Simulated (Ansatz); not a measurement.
Coupled-cluster diagnostics for the cluster Bi₂F₆, Ansatz.

Geometry of the singlet (PBE-D4/def2-SVP):

```
atom   x (Å)   y (Å)   z (Å)
 Bi1  -1.857   0.730   0.226
 Bi2   1.571   0.101   0.176
  F3   1.972  -1.214  -1.359
  F4   2.161  -1.166   1.673
  F5  -2.891  -0.141  -1.334
  F6  -0.417   1.526  -1.068
  F7  -0.477  -0.948   0.117
  F8  -0.062   1.112   1.570
```

In the def2 sets Bi takes a core potential; there is no spin–orbit coupling. Correlated methods freeze 14 core orbitals; core or outer-core shells of Bi are correlated, in sets that lack core-valence functions. Another isomer (singlet) lies 0.36 eV lower at PBE0-D4/def2-TZVP; other spin states weren't run for this one.

**Question.** Estimate the CCSD(T) correlation energy, the shares of MP2 and (T), T1 and the reference's ⟨S²⟩ for: charge 0, singlet, own geometry in def2-SVP; and the rough time on 4 threads of Arm Neoverse V1 on a shared host.

**Answer.** 
| state | basis | correlation (eV) | MP2 share (%) | (T) share (%) | T1 | ⟨S²⟩ (pure) | wall time |
| --- | --- | --- | --- | --- | --- | --- | --- |
| charge 0, singlet, own geometry | def2-SVP | -38.290 | 97.5 | 2.1 | 0.017 | 0.00 (0.00) | 73 s |
Customary marks for T1 are 0.02 (closed shells), 0.045 (open shells) and about 0.05 (3d metals). T1 stays under 0.02 throughout.
